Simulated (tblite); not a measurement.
Parent: `[O:1]=[C:2]1[O:3][CH2:4][CH:5]=[C:6]1[SiH2:7][F:8]` with C5–C6–Si7–F8 0°, C4H5FO2Si.

Structures optimised with GFN2-xTB, isolated species. One conformer each, not checked by frequencies here.

```csv
coordinate of the parent,value
O1=C2,1.200 Å
C2–O3,1.355 Å
O3–C4,1.412 Å
C4–C5,1.493 Å
C5=C6,1.334 Å
C6–Si7,1.874 Å
Si7–F8,1.615 Å
C2–C6,1.480 Å
O1–C2–O3,123.5°
O1–C2–C6,127.7°
O3–C2–C6,108.8°
C2–O3–C4,109.9°
O3–C4–C5,104.9°
C4–C5–C6,109.6°
C5–C6–Si7,132.4°
C2–C6–C5,106.9°
C2–C6–Si7,120.7°
C6–Si7–F8,104.3°
```

Problem. How does the shared frame change in `[CH3:1][CH2:2][C@@H:3]1[CH:4]=[C:5]([SiH2:6][F:7])[C:8](=[O:9])[O:10]1` with C1–C2–C3–C4 54°, C4–C5–Si6–F7 -1°, C6H9FO2Si? Atoms pair as O1 = O9, C2 = C8, O3 = O10, C4 = C3, C5 = C4, C6 = C5, Si7 = Si6, F8 = F7 (parent first).

Solution. 
```tsv
parent	relative	value in the relative	change
O1=C2	O9=C8	1.201 Å	+0.001
C2–O3	C8–O10	1.350 Å	-0.005
O3–C4	O10–C3	1.419 Å	+0.007
C4–C5	C3–C4	1.497 Å	+0.004
C5=C6	C4=C5	1.334 Å	0.000
C6–Si7	C5–Si6	1.873 Å	-0.001
Si7–F8	Si6–F7	1.616 Å	+0.001
C2–C6	C8–C5	1.480 Å	0.000
O1–C2–O3	O9–C8–O10	123.5°	0.0
O1–C2–C6	O9–C8–C5	127.5°	-0.2
O3–C2–C6	O10–C8–C5	108.9°	+0.1
C2–O3–C4	C8–O10–C3	110.2°	+0.3
O3–C4–C5	O10–C3–C4	104.2°	-0.7
C4–C5–C6	C3–C4–C5	110.0°	+0.4
C5–C6–Si7	C4–C5–Si6	132.5°	+0.1
C2–C6–C5	C8–C5–C4	106.7°	-0.2
C2–C6–Si7	C8–C5–Si6	120.8°	+0.1
C6–Si7–F8	C5–Si6–F7	104.4°	+0.1
```

Of the parent's bonds, O3–C4 changes most (+0.007 Å). Bonds of the relative outside the shared frame: C1–C2 1.524, C2–C3 1.537 Å. Point group Cs → C1.

Problem. How does the shared frame change in `[O:1]=[C:2]1[O:3][CH2:4][CH:5]=[C:6]1[CH2:7][SiH2:8][F:9]` with C5–C6–C7–Si8 -107°, C6–C7–Si8–F9 61°, C5H7FO2Si? Atoms pair as O1 = O1, C2 = C2, O3 = O3, C4 = C4, C5 = C5, C6 = C6 (parent first).

Solution. 
```json
{"parent": "O1=C2", "relative": "O1=C2", "value in the relative": "1.201 Å", "change": "+0.001"}
{"parent": "C2–O3", "relative": "C2–O3", "value in the relative": "1.351 Å", "change": "-0.004"}
{"parent": "O3–C4", "relative": "O3–C4", "value in the relative": "1.414 Å", "change": "+0.002"}
{"parent": "C4–C5", "relative": "C4–C5", "value in the relative": "1.494 Å", "change": "+0.001"}
{"parent": "C5=C6", "relative": "C5=C6", "value in the relative": "1.334 Å", "change": "0.000"}
{"parent": "C2–C6", "relative": "C2–C6", "value in the relative": "1.485 Å", "change": "+0.005"}
{"parent": "O1–C2–O3", "relative": "O1–C2–O3", "value in the relative": "123.6°", "change": "+0.1"}
{"parent": "O1–C2–C6", "relative": "O1–C2–C6", "value in the relative": "127.9°", "change": "+0.2"}
{"parent": "O3–C2–C6", "relative": "O3–C2–C6", "value in the relative": "108.5°", "change": "-0.3"}
{"parent": "C2–O3–C4", "relative": "C2–O3–C4", "value in the relative": "110.0°", "change": "+0.1"}
{"parent": "O3–C4–C5", "relative": "O3–C4–C5", "value in the relative": "105.1°", "change": "+0.2"}
{"parent": "C4–C5–C6", "relative": "C4–C5–C6", "value in the relative": "109.2°", "change": "-0.4"}
{"parent": "C2–C6–C5", "relative": "C2–C6–C5", "value in the relative": "107.2°", "change": "+0.3"}
```

Of the parent's bonds, C2–O3 and C2–C6 change most and about equally (-0.004 to +0.005 Å). Bonds of the relative outside the shared frame: C6–C7 1.476, C7–Si8 1.912, Si8–F9 1.615 Å. Point group Cs → C1.

Problem. How does the shared frame change in `[O:1]=[C:2]1[O:3][CH2:4][CH:5]=[C:6]1[SiH2:7][SiH2:8][F:9]` with C5–C6–Si7–Si8 180°, C6–Si7–Si8–F9 180°, C4H7FO2Si2? Atoms pair as O1 = O1, C2 = C2, O3 = O3, C4 = C4, C5 = C5, C6 = C6, Si7 = Si7 (parent first).

Solution. 
```
   parent   relative  value in the relative  change
    O1=C2      O1=C2                1.208 Å  +0.008
    C2–O3      C2–O3                1.347 Å  -0.008
    O3–C4      O3–C4                1.414 Å  +0.002
    C4–C5      C4–C5                1.495 Å  +0.002
    C5=C6      C5=C6                1.333 Å  -0.001
   C6–Si7     C6–Si7                1.888 Å  +0.014
    C2–C6      C2–C6                1.471 Å  -0.009
 O1–C2–O3   O1–C2–O3                 123.2°    -0.3
 O1–C2–C6   O1–C2–C6                 126.9°    -0.8
 O3–C2–C6   O3–C2–C6                 109.9°    +1.1
 C2–O3–C4   C2–O3–C4                 109.3°    -0.6
 O3–C4–C5   O3–C4–C5                 104.7°    -0.2
 C4–C5–C6   C4–C5–C6                 109.8°    +0.2
C5–C6–Si7  C5–C6–Si7                 136.0°    +3.6
 C2–C6–C5   C2–C6–C5                 106.3°    -0.6
C2–C6–Si7  C2–C6–Si7                 117.7°    -3.0
```

Of the parent's bonds, C6–Si7 changes most (+0.014 Å). Bonds of the relative outside the shared frame: Si7–Si8 2.311, Si8–F9 1.634 Å. Point group Cs → Cs.

Problem. How does the shared frame change in `[O:1]=[C:2]1[O:3][CH2:4][CH:5]=[C:6]1[O:7][SiH2:8][F:9]` with C5–C6–O7–Si8 180°, C6–O7–Si8–F9 180°, C4H5FO3Si? Atoms pair as O1 = O1, C2 = C2, O3 = O3, C4 = C4, C5 = C5, C6 = C6 (parent first).

Solution. 
| parent | relative | value in the relative | change |
| --- | --- | --- | --- |
| O1=C2 | O1=C2 | 1.205 Å | +0.005 |
| C2–O3 | C2–O3 | 1.333 Å | -0.022 |
| O3–C4 | O3–C4 | 1.423 Å | +0.011 |
| C4–C5 | C4–C5 | 1.496 Å | +0.003 |
| C5=C6 | C5=C6 | 1.338 Å | +0.004 |
| C2–C6 | C2–C6 | 1.479 Å | -0.001 |
| O1–C2–O3 | O1–C2–O3 | 126.6° | +3.1 |
| O1–C2–C6 | O1–C2–C6 | 124.2° | -3.5 |
| O3–C2–C6 | O3–C2–C6 | 109.2° | +0.4 |
| C2–O3–C4 | C2–O3–C4 | 109.4° | -0.5 |
| O3–C4–C5 | O3–C4–C5 | 105.7° | +0.8 |
| C4–C5–C6 | C4–C5–C6 | 107.9° | -1.7 |
| C2–C6–C5 | C2–C6–C5 | 107.8° | +0.9 |

Of the parent's bonds, C2–O3 changes most (-0.022 Å). Bonds of the relative outside the shared frame: C6–O7 1.314, O7–Si8 1.652, Si8–F9 1.608 Å. Point group Cs → Cs.

The numbers are calculated, not measured.
